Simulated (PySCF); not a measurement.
Species: C₃H₆BF.
Numbering: `[F:1][BH:2][CH:3]1[CH2:4][CH2:5]1`

The computed photoelectron lines, unassigned: B 1s: 197.33 eV; C 1s: 290.49 (area 1), 291.06 (area 2) eV; F 1s: 692.83 eV.

Computed, not measured: delta-SCF UKS SCAN, pcX-2 on the ionised atom, pcseg-1 elsewhere, spin-free X2C (PySCF). One conformer (not necessarily the lowest) at the PBE0-D3(BJ)/def2-SVP geometry, without solvent, vibrations or thermal averaging.

(1) Assign the C 1s lines to atoms.

## Answers

(1) 290.49 eV: C3 (sp3 carbon bound to boron); 291.06 eV: C4/C5 (three-membered-ring carbon). The listed C 1s values span 0.57 eV, from C3 (bonded to 2 C, H and B) to C4/C5 (bonded to 2 C and 2 H).

Bonded neighbours of each site: F1: B; B2: F, C and H; C3: 2 C, H and B; C4/C5: 2 C and 2 H.

Question: Give the binding energy of C 1s of C4/C5 in hartree and in kJ/mol.

Answer: 291.06 eV = 10.6963 Eh = 28083 kJ/mol.

The first atom of each set that the bonding makes equivalent was ionised and stands for the set.

Conformer computed: `[F:1][BH:2][CH:3]1[CH2:4][CH2:5]1`: F1–B2–C3–C4 -146°.
